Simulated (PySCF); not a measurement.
Working out the ionisation energy of Bi

Bi [Xe] 4f14 5d10 6s2 6p3 (4S) → Bi⁺ [Xe] 4f14 5d10 6s2 6p2 (3P). All numbers are calculated (PySCF 2.14, scalar relativity through the core potential, in aug-cc-pVTZ-PP with ECP60MDF (6s5p4d2f, 55 functions)). Frozen: 5s2 5p6 5d10. Energies in hartree (1 hartree = 27.21139 eV):

```csv
part,Bi (lower),Bi⁺ (upper)
UHF,-213.594298,-213.292267
MP2 opposite-spin,-0.036046,-0.030973
MP2 same-spin,-0.014729,-0.006859
```

**Question.** What does Hartree-Fock give?

**Answer.** (-213.292267) − (-213.594298) = 0.302031 hartree = 8.219 eV.

**Question.** What do MP2 and SCS-MP2 (6/5 opposite-spin, 1/3 same-spin) give?

**Answer.** The opposite-spin parts differ by 0.138 eV and the same-spin parts by 0.214 eV. MP2: 8.219 + (0.138) + (0.214) = 8.571 eV. SCS-MP2: 8.219 + 1.2 × (0.138) + (0.214)/3 = 8.456 eV.

Reference: 7.286 eV (measured; NIST Atomic Spectra Database, ionization energies), between the lowest levels; spin-orbit coupling is absent from the calculation.

What remains against the reference includes basis incompleteness, the frozen core and correlation beyond second order.
